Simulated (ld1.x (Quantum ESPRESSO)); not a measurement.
**Co, TM: configuration errors across variants**

Co, norm-conserving Troullier–Martins (Kleinman–Bylander form), made with ld1.x (Quantum ESPRESSO) 7.5 (PBE, scalar-relativistic). Core [Ar], reference 3d6 4s0 4p0 (charge +3). Waves: 4s (bound, empty): rc 1.95 bohr; 4p (bound, empty): rc 2.20 bohr; 4f channel at 0.45 Ry: rc 2.00 bohr; 3d (bound): rc 1.20 bohr. Local part: the d channel. Core correction: a·sin(br)/r model core inside 1.10 bohr.

All-electron excitation energies from the reference (eV): (1) 3d7 4s2 4p0 -61.686; (2) 3d7 4s1 4p0 -52.656; (3) 3d7 4s0 4p0 -35.870; (4) 3d8 4s0 4p0 -55.215; (5) 3d6 4s2 4p0 -46.504; (6) 3d5 4s0 4p0 55.352; (7) 3d7 4s0 4p2 -52.707.

1 further variants failed, have other tests or another functional or relativity, and are left out.

A true bound ghost makes a file unfit for plane-wave use even where its test errors are small: the radial tests pick states by their node count and pass the ghost by.

Errors AE − PS in meV (a dash: test not solved or not reliable):

| change | (1) | (2) | (3) | (4) | (5) | (6) | (7) | bound ghosts |
| --- | --- | --- | --- | --- | --- | --- | --- | --- |
| base | -35 | -131 | -255 | -660 | -5.2 | -443 | -94 | s, p |
| wave 4s (bound): rc 1.95 bohr becomes 4s (bound): rc 2.12 bohr | -37 | -134 | -255 | -660 | -5.6 | -443 | -94 | s, p |
| all radii but the core radius scaled by about 0.94 (s 1.84, p 2.08, d 1.14, f 1.88 bohr) | -27 | -126 | -251 | -644 | -3.7 | -445 | -89 | s, p |
| wave 3d (bound): rc 1.20 bohr becomes 3d (bound): rc 1.28 bohr | -53 | -145 | -262 | -690 | -5.8 | -436 | -109 | s, p |
| core correction a·sin(br)/r model core inside 0.72 bohr | -36 | -134 | -261 | -672 | -6.8 | -462 | -98 | s, p |
| wave 4f channel at 0.45 Ry: rc 2.00 bohr becomes 4f channel at 0.45 Ry: rc 1.98 bohr | -35 | -131 | -255 | -660 | -5.2 | -443 | -94 | s, p |
| wave 4f channel at 0.45 Ry: rc 2.00 bohr becomes 4f channel at 5.7 Ry: rc 2.00 bohr | -35 | -131 | -255 | -660 | -5.2 | -443 | -94 | s, p |

Task: Give the same row for: wave 4p (bound): rc 2.20 bohr becomes 4p (bound): rc 2.34 bohr.

Result: -35, -131, -255, -660, -5.2, -443, -93; bound ghosts: s, p.
